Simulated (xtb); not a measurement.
Si(H)(F)(Br)(vinyl) (C₂H₄BrFSi), SMILES C=C[SiH](F)Br. All values are semi-empirical tight-binding results from xtb (GFN2-xTB unless named), good for trends rather than for accurate numbers. Geometry optimised at GFN2-xTB. The structure was generated by enumeration, and PubChem lists no compound with its InChIKey, so it may never have been made. The values are those of a single conformer.

Optimised geometry:

Bonded distances (Å): Si1–F2 1.603, Si1–Br3 2.207, Si1–C4 1.869, Si1–H6 1.446, C4–C5 1.325, C4–H7 1.083, C5–H8 1.078, C5–H9 1.079. Angles (°): F2–Si1–Br3 105.2, F2–Si1–C4 109.0, F2–Si1–H6 106.1, Br3–Si1–C4 109.6, Br3–Si1–H6 108.3, C4–Si1–H6 117.9, Si1–C4–C5 123.6, Si1–C4–H7 117.4, C5–C4–H7 119.0, C4–C5–H8 121.7, C4–C5–H9 122.3, H8–C5–H9 116.0.
Charge 0, spin multiplicity 1.

The orbital gap is 4.33 eV and the zero-point energy is 33.8 kcal/mol. The G − E(el) at 298.15 K (modified RRHO) comes out as 13.3 kcal/mol and the static polarisability (D4 model) is 75.8 bohr³. The solvation energy, GFN2-xTB/ALPB(water) is -0.5 kcal/mol and the solvation energy, GFN2-xTB/ALPB(hexane) comes out as -3.9 kcal/mol.

Task: Give the atomic charges and the Wiberg bond orders between heavy atoms. (An estimate is asked for; the answer gives what the named calculation found.)

Result: charges (e) Si1 0.58, F2 -0.27, Br3 -0.19, C4 -0.13, C5 -0.06, H6 -0.06, H7 0.04, H8 0.05, H9 0.05. Bond orders Si1–F2 1.10, Si1–Br3 1.10, Si1–C4 0.91, C4–C5 1.99.
